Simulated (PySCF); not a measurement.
These are PySCF with TPSSh-D3(BJ)/def2-TZVP // CAM-B3LYP-D3(BJ)/def2-SVP values and carry that method's errors. Gas-phase values, no solvent. One relaxed conformer stands for a flexible species; it need not be the lowest. Delta-SCF ions had no search for a lower state. 

Reference species (SMILES): `C[N](C)[In]([F])[F]` (C–N–In–F torsion 180°) (neutral, multiplicity 1).

```yaml
vertical ionisation energy (Delta-SCF): 8.53 eV
S1 oscillator strength: 0.012
```

Changed species: `[F][In]([F])[F]` (0 of 3 F replaced by N(CH3)2; the reference has 1 of 3 F replaced by N(CH3)2).

What does the change do to the vertical ionisation energy (Delta-SCF) and S1 oscillator strength?

the vertical ionisation energy (Delta-SCF) goes up by 4.53 eV, to 13.06 eV; the S1 oscillator strength decreases by 0.012, to 0.000.
